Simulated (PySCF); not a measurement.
**Computed properties of cyclohexasilane (H12Si6), SMILES [SiH2]1[SiH2][SiH2][SiH2][SiH2][SiH2]1**

H12Si6, SMILES [SiH2]1[SiH2][SiH2][SiH2][SiH2][SiH2]1. Geometry: B3LYP-D3(BJ)/def2-SVP. The values are those of a single conformer. All values are computed for the isolated molecule unless a solvent is named; none is compared with measurement here.

**Structure.** The optimised structure has D3d symmetry. All 48 harmonic modes at B3LYP-D3(BJ)/def2-SVP (PySCF) are real, so it is a minimum. With heavy atoms numbered as in [SiH2:1]1[SiH2:2][SiH2:3][SiH2:4][SiH2:5][SiH2:6]1, the shortest bond between them is Si2–Si3 at 2.354 Å and the longest Si3–Si4 at 2.354 Å.

**Vibrations.** The strongest infrared lines (harmonic, unscaled, degenerate partners summed) lie at 741 cm⁻¹ (714 km/mol, H 87 %, Si 13 %), 2198 cm⁻¹ (392 km/mol, H 96 %), 925 cm⁻¹ (359 km/mol, H 96 %). The softest mode is at 60 cm⁻¹ and the zero-point energy is 64.9 kcal/mol.

**Electronic structure.** B3LYP/def2-TZVP (PySCF) places the frontier levels at -7.54 and -0.93 eV, a gap of 6.61 eV, and gives a dipole moment of 0.00 D. PBE/def2-TZVP (PySCF) at the same geometry gives -6.78 and -1.58 eV, so its gap is 1.41 eV narrower. An orbital gap is neither the optical nor the fundamental gap.

**Excitations.** TDA-CAM-B3LYP/def2-SVPD (PySCF) has S1 at 6.28 eV (198 nm, f = 0.000, dark); the most intense of the 6 singlets computed lies at 6.73 eV (f = 0.10). Strengths of degenerate partners are summed. T1 (TDA) is at 5.67 eV, 0.61 eV under S1. TDA-PBE/def2-SVPD (PySCF) puts S1 at 5.50 eV. No vertical singlet excitation falls in the visible range (under 3.1 eV).

**NMR.** GIAO shifts at KT2/pcSseg-1 (PySCF) (non-relativistic, atoms alike by connectivity averaged): ¹H at 4.0 ppm against TMS; ²⁹Si at -107.9 ppm against TMS.

**Solvation.** SMD-PBE0/6-31G* (PySCF) gives 6.0 kcal/mol in water, -0.8 kcal/mol in 2-propanol, -0.9 kcal/mol in n-hexane (1 M in both phases, gas-phase geometry).
